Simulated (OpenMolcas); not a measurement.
Rh5+ among 8 point charges of -1.2 e arranged as a cube (Oh).

```
Program             : OpenMolcas
Method              : SS-CASPT2, IPEA 0.25 Eh, imaginary shift 0.1 Eh (closed shells correlated: 4s 4p)
Basis               : ANO-RCC-VDZP [6s5p3d1f]
Scalar Hamiltonian  : DKH2, point nucleus
Active space        : 4 electrons in 5 orbitals (4d)
State averaging     : 2S+1 = 5 even, 5 roots; 2S+1 = 3 even, 45 roots; 2S+1 = 1 even, 50 roots
Spin-orbit coupling : RASSI with atomic mean-field integrals over the reference wave functions
```

All point charges move together. At R = 1.94 Å the first state of the same spin is 3440 cm-1, and at R = 2.36 Å it is 1300 cm-1.

Question: A third run gives 2120 cm-1. What distance was it run at?

Answer: With a power law R^-n the two known points give n = -ln(1300 / 3440) / ln(2.36 / 1.94) = 4.97. Then R = 1.94 × (3440 / 2120)^(1/4.97) = 2.138 Å. The run was at 2.14 Å, so the estimate is off by -0.002 Å.

Roots that are degenerate in the reference are averaged as groups; the widest CASPT2 spread within a group is 330 cm-1 (the 3-fold group of multiplicity 1 near 28400 cm-1 above the lowest state of its run, R = 1.94). Shifts and gaps below about the spread of the groups concerned are not significant. Point charges give a weaker field than real ligands, and real ions of this kind are as a rule low spin; the high spin found here belongs to the model. The ground term spreads over less than 5000 cm-1, several times less than with real ligands, so orbital moments are less quenched and χT lies further from the spin-only value than at real sites. Free-ion shares, where given, are those of the reference states; single-state CASPT2 does not remix them. An orbital triplet at a regular site is open to Jahn-Teller coupling, which can distort the site and quench the lowest spin-orbit gaps and is left out (holds for R = 1.94; R = 2.14). Spin-orbit coupling mixes the spin-free states strongly: the lowest level takes only 69 % from its leading state, 5T2 (holds for R = 2.36). This is an electrostatic model: the charges have no orbitals. No measured value stands beside these numbers.
